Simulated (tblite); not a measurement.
Parent: `[OH:1][SiH:2]1[S:3][CH:4]=[CH:5][S:6]1` with H–O1–Si2–S3 57°, C2H4OS2Si.

The geometries are computed with GFN2-xTB (gas phase). One conformer each, not checked by frequencies here.

```json
{"coordinate of the parent": "O1–Si2", "value": "1.612 Å"}
{"coordinate of the parent": "Si2–S3", "value": "2.150 Å"}
{"coordinate of the parent": "S3–C4", "value": "1.750 Å"}
{"coordinate of the parent": "C4=C5", "value": "1.329 Å"}
{"coordinate of the parent": "C5–S6", "value": "1.750 Å"}
{"coordinate of the parent": "Si2–S6", "value": "2.150 Å"}
{"coordinate of the parent": "O1–Si2–S3", "value": "114.7°"}
{"coordinate of the parent": "O1–Si2–S6", "value": "114.7°"}
{"coordinate of the parent": "S3–Si2–S6", "value": "99.0°"}
{"coordinate of the parent": "Si2–S3–C4", "value": "96.7°"}
{"coordinate of the parent": "S3–C4–C5", "value": "123.7°"}
{"coordinate of the parent": "C4–C5–S6", "value": "123.7°"}
{"coordinate of the parent": "Si2–S6–C5", "value": "96.7°"}
```

Task: In one relative the bonds that all share with the parent change as follows (parent's numbers): O1–Si2 -0.003, Si2–S3 -0.019, S3–C4 -0.004, C4–C5 0.000, C5–S6 -0.004, Si2–S6 -0.019 Å. Which is it?
A. `[CH2:1]=[CH:2][Si:3]1([OH:4])[S:5][CH:6]=[CH:7][S:8]1` with C1–C2–Si3–O4 0°, C2–Si3–O4–H 180°
B. `[OH:1][Si:2]1([CH2:3][SiH3:4])[S:5][CH:6]=[CH:7][S:8]1` with H–O1–Si2–C3 -178°, O1–Si2–C3–Si4 -55°
C. `[O:1]=[CH:2][O:3][Si:4]1([OH:5])[S:6][CH:7]=[CH:8][S:9]1` with O1–C2–O3–Si4 0°, C2–O3–Si4–O5 0°, O3–Si4–O5–H 0°

Result: C. The changes in all of them (Å):

```csv
SMILES,O1–Si2,Si2–S3,S3–C4,C4–C5,C5–S6,Si2–S6
O[Si]1(C[SiH3])SC=CS1,+0.010,+0.016,-0.004,0.000,-0.003,+0.012
C=C[Si]1(O)SC=CS1,+0.008,+0.014,-0.003,0.000,-0.002,+0.014
O=CO[Si]1(O)SC=CS1,-0.003,-0.019,-0.004,0.000,-0.004,-0.019
```

Atoms are paired thus: O[Si]1(C[SiH3])SC=CS1: O1 = O1, Si2 = Si2, S3 = S5, C4 = C6, C5 = C7, S6 = S8; C=C[Si]1(O)SC=CS1: O1 = O4, Si2 = Si3, S3 = S5, C4 = C6, C5 = C7, S6 = S8; O=CO[Si]1(O)SC=CS1: O1 = O5, Si2 = Si4, S3 = S6, C4 = C7, C5 = C8, S6 = S9.
